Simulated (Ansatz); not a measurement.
Ansatz (a program for electronic structure) job for MoH6, SMILES [MoH6], multiplicity 1, PBE0/def2-TZVPD. Coordinates come from a PBE0-D3(BJ)/def2-TZVPD optimisation. The spin state was assumed, not searched. The def2 effective core potentials stand for the cores of Mo; spin–orbit coupling is left out.

Ansatz 0.2 input:
```yaml
crystal:
  periodic: [false, false, false]
  atoms:
    - {symbol: Mo, position_ang: [-0.00000000, -0.00000000, -0.00000000]}
    - {symbol: H, position_ang: [-0.00000000, -1.80132548, -0.00000000]}
    - {symbol: H, position_ang: [-1.80132548, -0.00000001, -0.00000000]}
    - {symbol: H, position_ang: [1.80132548, 0.00000001, -0.00000000]}
    - {symbol: H, position_ang: [0.00000000, -0.00000001, -1.80132548]}
    - {symbol: H, position_ang: [-0.00000000, 0.00000001, 1.80132548]}
    - {symbol: H, position_ang: [-0.00000000, 1.80132548, -0.00000000]}
basis:
  gaussian:
    orbitals: def2-TZVPD
hamiltonian:
  xc: {name: PBE0}
```

It prints:

```
WARN ansatz: RAYON_NUM_THREADS=1 ignored (pool sized by the plan → 1); use --threads N
Functional definition: PBE0
integrals: 0.02 GiB planned
684 factors; their error is unknown
mean field: 0.24 GiB planned
mean field evaluation 1: about -1937.3400 eV, gradient 4.1e1 eV
mean field evaluation 2: about -1813.3125 eV, gradient 2.3e2 eV
mean field evaluation 4: about -1941.1873 eV, gradient 1.3e1 eV
mean field evaluation 8: about -1941.7865 eV, gradient 3.7e-2 eV
mean field evaluation 16: about -1942.0207 eV, gradient 6.8e0 eV
mean field evaluation 32: about -1942.2006 eV, gradient 1.0e0 eV
mean field evaluation 64: about -1932.0810 eV, gradient 6.8e-1 eV
mean field evaluation 96: about -1942.0177 eV, gradient 7.2e0 eV
mean field evaluation 128: about -1942.1955 eV, gradient 1.7e-1 eV
mean field evaluation 160: about -1941.8734 eV, gradient 1.1e1 eV
mean field evaluation 192: about -1937.2761 eV, gradient 3.8e1 eV
mean field evaluation 224: about -1942.1968 eV, gradient 1.4e-1 eV
mean field -1942.20396699 eV, -71.3746793139 hartree, gradient 1.2e-6 eV, S^2 0.000000; 17 other end points of the search recorded, 0 dependent functions left out
reference -1942.20402020 eV, -71.3746812690 hartree; 10, 10 occupied and 84, 84 virtual orbitals, 684 factors
Total energy: -1942.20402020 eV, -71.3746812690 hartree
```

The run converged.

Cost: very roughly 24 core-seconds.
